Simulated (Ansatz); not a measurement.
Mulliken charges of C3H4Cl2Si (`C#C[Si](C)(Cl)Cl`) from B3LYP/def2-TZVPP in Ansatz (PBE0-D4/def2-TZVP geometry).

```csv
atom,x (Å),y (Å),z (Å),charge (e)
C1,-0.727,-2.484,-0.490,0.042
C2,-0.131,-1.445,-0.363,-0.449
Si3,0.720,0.142,-0.153,0.646
C4,-0.399,1.445,0.516,-0.383
Cl5,1.454,0.715,-1.974,-0.227
Cl6,2.299,-0.146,1.115,-0.227
H7,-1.251,-3.406,-0.604,0.250
H8,-0.786,1.140,1.491,0.116
H9,0.142,2.387,0.630,0.116
H10,-1.239,1.601,-0.164,0.116
```

Problem. By hand: the dipole of these point charges (1 e Å = 4.8032 D).

Solution. Σ q r = (-0.737, -0.303, 0.117) e Å, of length 0.805 e Å = 3.87 D.

Problem. How does the dipole of the full density compare? (An estimate is asked.)

Solution. Computed: (-0.438, -0.043, 0.108) e Å, 2.18 D; the point charges give 1.78 times that, at 17° from its direction.

Point charges leave out the atoms' own dipoles, such as those of lone pairs, and Mulliken's split depends on the basis, so the two needn't agree.

B3LYP here is the variant with VWN-RPA as its local correlation; programs differ in this.
